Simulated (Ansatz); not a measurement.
```xyz
2

B     0.0000    0.0000    0.0000
N     0.0000    0.0000    1.3300
```

Basis set: pcseg-2 (spherical functions). Charge 0, multiplicity 3.

Computed with Ansatz (development build ahead of 0.2.0); each method stands on the lowest determinant of its kind that the runs found. Restricted functionals stand beside restricted open-shell atoms, which can lie above the unrestricted atoms usual in DFT and then raise those values.

The atomization energy at this shape (free ground-state atoms in the same class of orbitals less the molecule, no zero-point energy) of triplet BN:

```
                      method  atomization energy
          PBE (unrestricted)             5.32 eV
 PBE (restricted open-shell)             5.34 eV
PBE0 (restricted open-shell)             4.85 eV
                        ROHF             2.34 eV
```

What does UHF give?

2.27 eV.

The shape needn't be a minimum at these levels.
